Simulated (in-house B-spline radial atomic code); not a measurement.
**Binding energies in the lutetium ion Lu⁺**

NIST's tabulated ground configuration is [Xe] 4f14 6s2; each binding energy is the energy of the ion with one electron taken from that subshell, relaxed, less that of the parent. Method: Dirac-Hartree-Fock, average of configuration, Fermi nucleus of rms radius 5.37 fm. Calculated with a radial B-spline atomic code at the basis-set limit. Energies include first-order Breit, QED and recoil terms.

```json
{"subshell": "1s", "X-ray name": "K", "binding energy (eV)": "63327.3", "-ε (eV)": "63718.2", "relaxation (eV)": "86.7"}
{"subshell": "2s", "X-ray name": "L1", "binding energy (eV)": "10895", "-ε (eV)": "10984.0", "relaxation (eV)": "52.2"}
{"subshell": "2p3/2", "X-ray name": "L3", "binding energy (eV)": "9262.5", "-ε (eV)": "9339.9", "relaxation (eV)": "53.8"}
{"subshell": "3s", "X-ray name": "M1", "binding energy (eV)": "2516.3", "-ε (eV)": "2553.8", "relaxation (eV)": "30.2"}
{"subshell": "3p1/2", "X-ray name": "M2", "binding energy (eV)": "2284.9", "-ε (eV)": "2322.7", "relaxation (eV)": "31.1"}
{"subshell": "3d3/2", "X-ray name": "M4", "binding energy (eV)": "1658.3", "-ε (eV)": "1693.1", "relaxation (eV)": "32.2"}
{"subshell": "3d5/2", "X-ray name": "M5", "binding energy (eV)": "1607.3", "-ε (eV)": "1640.6", "relaxation (eV)": "31.7"}
{"subshell": "4s", "X-ray name": "N1", "binding energy (eV)": "530.6", "-ε (eV)": "544.9", "relaxation (eV)": "12.8"}
{"subshell": "4p1/2", "X-ray name": "N2", "binding energy (eV)": "435.8", "-ε (eV)": "449.6", "relaxation (eV)": "12.5"}
{"subshell": "4p3/2", "X-ray name": "N3", "binding energy (eV)": "381.7", "-ε (eV)": "393.9", "relaxation (eV)": "11.4"}
{"subshell": "4d3/2", "X-ray name": "N4", "binding energy (eV)": "225.9", "-ε (eV)": "237.0", "relaxation (eV)": "10.8"}
{"subshell": "4d5/2", "X-ray name": "N5", "binding energy (eV)": "216.1", "-ε (eV)": "226.6", "relaxation (eV)": "10.4"}
{"subshell": "5s", "X-ray name": "O1", "binding energy (eV)": "80.07", "-ε (eV)": "82.60", "relaxation (eV)": "2.33"}
{"subshell": "5p1/2", "X-ray name": "O2", "binding energy (eV)": "50.81", "-ε (eV)": "53.03", "relaxation (eV)": "2.09"}
{"subshell": "5p3/2", "X-ray name": "O3", "binding energy (eV)": "43.82", "-ε (eV)": "45.65", "relaxation (eV)": "1.79"}
{"subshell": "4f5/2", "X-ray name": "N6", "binding energy (eV)": "24.23", "-ε (eV)": "32.31", "relaxation (eV)": "8.21"}
{"subshell": "4f7/2", "X-ray name": "N7", "binding energy (eV)": "22.79", "-ε (eV)": "30.56", "relaxation (eV)": "7.96"}
{"subshell": "6s", "X-ray name": "P1", "binding energy (eV)": "12.6", "-ε (eV)": "12.77", "relaxation (eV)": "0.16"}
```

Relaxation = -ε minus the binding energy without Breit, QED and recoil terms.

Emission lines follow as differences of binding energies, with λ = 12398.42 eV·Å / E:

| line | holes | energy (eV) | wavelength (Å) |
| --- | --- | --- | --- |
| K-L3 | 1s → 2p3/2 | 54064.8 | 0.22933 |
| L3-M5 | 2p3/2 → 3d5/2 | 7655.2 | 1.6196 |
| L3-M1 | 2p3/2 → 3s | 6746.2 | 1.8378 |
| M5-N7 | 3d5/2 → 4f7/2 | 1584.5 | 7.8248 |
| M4-N6 | 3d3/2 → 4f5/2 | 1634.1 | 7.5874 |

Task: What screening constant σ does Moseley's law, E = (3/4)·13.6057 eV·(Z - σ)², need for K-L3?

Result: σ = -1.79.

Moseley's non-relativistic formula needs a falling, then negative, screening constant for heavy elements, because relativity binds the 1s electron more strongly than the formula allows.

Task: What does it cost to remove both a 3d3/2 and a 4f7/2 electron?

Result: 1704.9 eV, which is 23.73 eV more than the two single binding energies together.

Task: What does it cost to remove two 1s electrons?

Result: 127960 eV, which is 1302 eV more than the two single binding energies together.

Task: What does it cost to remove both a 2p3/2 and a 5p1/2 electron?

Result: 9329.8 eV, which is 16.52 eV more than the two single binding energies together.
